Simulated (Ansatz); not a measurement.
Geometry optimisation, Ansatz, RKS r2SCAN-D4/def2-mTZVP.

The input (input.yaml):

```yaml
crystal:
  periodic: [false, false, false]
  atoms:
    - { symbol: Si, position_ang: [0.0, 0.0, 0.0] }
    - { symbol: Cl, position_ang: [0.0, 0.0, 2.13] }
    - { symbol: H, position_ang: [1.3768, 0.0, -0.4862] }
    - { symbol: F, position_ang: [-0.7489, 1.2974, -0.5295] }
    - { symbol: O, position_ang: [-0.7913, -1.3709, -0.5594] }
    - { symbol: H, position_ang: [-1.2459, -1.8365, 0.2129] }
basis:
  gaussian: { orbitals: def2-mTZVP }
hamiltonian:
  xc: r2scan
  dispersion: d4
relax:
  f_tol: 0.02
  max_steps: 40
```

Run as:

```bash
$ ansatz run input.yaml --threads 2 --pin off --max-ram 3072MiB --backend cpu --events-out ev --progress --plain --runs-dir out
```

**Question.** Where does it end, and by what steps?

**Answer.** It converged. After 9 steps the energy has fallen by 0.168 eV; H6 moved furthest, 0.30 Å.

```json
{"step": "0", "energy less start (eV)": "0.0000", "largest force component (eV/Å)": "2.219", "accepted": "yes"}
{"step": "1", "energy less start (eV)": "-0.1146", "largest force component (eV/Å)": "0.894", "accepted": "yes"}
{"step": "2", "energy less start (eV)": "-0.1428", "largest force component (eV/Å)": "0.308", "accepted": "yes"}
{"step": "3", "energy less start (eV)": "-0.1501", "largest force component (eV/Å)": "0.164", "accepted": "yes"}
{"step": "4", "energy less start (eV)": "-0.1561", "largest force component (eV/Å)": "0.236", "accepted": "yes"}
{"step": "5", "energy less start (eV)": "-0.1614", "largest force component (eV/Å)": "0.074", "accepted": "yes"}
{"step": "6", "energy less start (eV)": "-0.1637", "largest force component (eV/Å)": "0.205", "accepted": "yes"}
{"step": "7", "energy less start (eV)": "-0.1642", "largest force component (eV/Å)": "0.455", "accepted": "yes"}
{"step": "8", "energy less start (eV)": "-0.1682", "largest force component (eV/Å)": "0.024", "accepted": "yes"}
{"step": "9", "energy less start (eV)": "-0.1683", "largest force component (eV/Å)": "0.005", "accepted": "yes"}
```

```xyz
6
Properties=species:S:1:pos:R:3
Si 0.032 -0.043 0.053
Cl 0.074 0.096 2.101
H 1.381 0.033 -0.511
F -0.819 1.206 -0.460
O -0.635 -1.447 -0.423
H -1.443 -1.755 0.007
```

The run took 27 s on 2 threads of Arm Neoverse V2, with other jobs on the host, peak memory 0.17 GiB.
